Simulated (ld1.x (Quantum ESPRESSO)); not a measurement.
## tin (Sn), TM: configuration errors across variants

ld1.x (Quantum ESPRESSO) 7.5 input, shortened:

```
&input
   title='Sn', zed=50., rel=1, dft='PBE', iswitch=3,
   config='[Kr] 4d10 5s2 5p2'
 /
 &inputp
   pseudotype=2, tm=.true., lloc=2,
   nlcc=.false.
 /
3
5S  1  0   2.00   0.00  1.50  1.50  0.0
5P  2  1   2.00   0.00  2.10  2.10  0.0
4D  3  2  10.00   0.00  1.25  1.25  0.0
 &test
   configts(1)='4d10 5s2 5p2'
 /
```

All-electron excitation energies from the reference (eV): (1) 4d10 5s2 5p1 6.875; (2) 4d10 5s2 5p0 20.827; (3) 4d10 5s1 5p0 51.798; (4) 4d10 5s2 5p1.5 2.616; (5) 4d10 5s1 5p3 6.978; (6) 4d10 5s0 5p0 92.924.

Tests that are not counted but printed errors over 1 eV. “base”: 4d9 5s2 5p2 (solver errors, printed error -15.8 eV). “wave 5p (bound): rc 2.10 bohr becomes 5p (bound): rc 2.42 bohr”: 4d9 5s2 5p2 (pseudo-atom not self-consistent, printed error -1466 eV). “wave 5p (bound): rc 2.10 bohr becomes 5p (bound): rc 2.70 bohr”: 4d9 5s2 5p2 (solver errors, printed error -14.7 eV). “wave 5p (bound): rc 2.10 bohr becomes 5p (bound): rc 3.10 bohr”: 4d9 5s2 5p2 (pseudo-atom not self-consistent, printed error -1460 eV).

A true bound ghost makes a file unfit for plane-wave use even where its test errors are small: the radial tests pick states by their node count and pass the ghost by. Where a test does run into it, the solver fails or the error is huge.

Errors AE − PS in meV (a dash: test not solved or not reliable):

```tsv
change	(1)	(2)	(3)	(4)	(5)	(6)	bound ghosts
base	-1.0	-0.9	+39	-0.5	-2.0	+149	s, p
wave 5p (bound): rc 2.10 bohr becomes 5p (bound): rc 1.36 bohr	+10	+67	+121	+1.4	+17	+244	p, s
wave 5p (bound): rc 2.10 bohr becomes 5p (bound): rc 1.68 bohr	-1.0	+6.2	+45	-0.6	-1.2	+151	s, p
wave 5p (bound): rc 2.10 bohr becomes 5p (bound): rc 2.42 bohr	-1.1	-1.3	+40	-0.5	-2.5	+153	s, p
wave 5p (bound): rc 2.10 bohr becomes 5p (bound): rc 2.70 bohr	-1.2	-2.7	+34	-0.5	-1.0	+140	s, p
wave 5p (bound): rc 2.10 bohr becomes 5p (bound): rc 3.10 bohr	-2.0	-13	+2.8	-0.6	+4.2	+84	s, p
```

Question: Give the same row for: wave 5p (bound): rc 2.10 bohr becomes 5p (bound): rc 2.16 bohr.

Answer: -1.1, -1.1, +39, -0.5, -2.2, +151; bound ghosts: s, p. Not counted: 4d9 5s2 5p2 (solver errors, printed error -14.8 eV).
